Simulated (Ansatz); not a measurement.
`C=C=C[SiH](C)F` and `C=C=C[SiH2]C` differ in one atom or group.

Ansatz, PBE0-D4/def2-TZVP geometries, multiplicity 1. Each molecule was computed in one conformer, which needn't be the lowest.

```json
{"property": "HOMO–LUMO gap (B3LYP/def2-TZVPP) / eV", "`C=C=C[SiH](C)F`": "6.71"}
{"property": "size of the dipole moment (B3LYP/def2-TZVPP) / D", "`C=C=C[SiH](C)F`": "1.90"}
{"property": "size of the dipole moment (ωB97M-V/def2-TZVPP) / D", "`C=C=C[SiH](C)F`": "1.91"}
{"property": "HOMO energy (PBE0/def2-TZVPP) / eV", "`C=C=C[SiH](C)F`": "-7.61"}
{"property": "LUMO energy (PBE/def2-TZVPP) / eV", "`C=C=C[SiH](C)F`": "-1.43"}
{"property": "HOMO–LUMO gap (PBE/def2-TZVPP) / eV", "`C=C=C[SiH](C)F`": "5.01"}
```

Task: What does the change do to each property? (Best estimate.)

Result: Computed: 
| property | `C=C=C[SiH2]C` | shift |
| --- | --- | --- |
| HOMO–LUMO gap (B3LYP/def2-TZVPP) / eV | 6.93 | 0.22 |
| size of the dipole moment (B3LYP/def2-TZVPP) / D | 0.69 | -1.21 |
| size of the dipole moment (ωB97M-V/def2-TZVPP) / D | 0.73 | -1.18 |
| HOMO energy (PBE0/def2-TZVPP) / eV | -7.43 | 0.18 |
| LUMO energy (PBE/def2-TZVPP) / eV | -1.04 | 0.39 |
| HOMO–LUMO gap (PBE/def2-TZVPP) / eV | 5.25 | 0.24 |

With PBE0 the HOMO rises by 0.18 eV and the LUMO rises by 0.41 eV, so the gap widens by about 0.23 eV. PBE moves the HOMO by 0.15 eV and ωB97M-V by 0.18 eV. Dipoles are sizes alone; their direction can turn.

B3LYP here is the variant with VWN-RPA as its local correlation; programs differ in this.
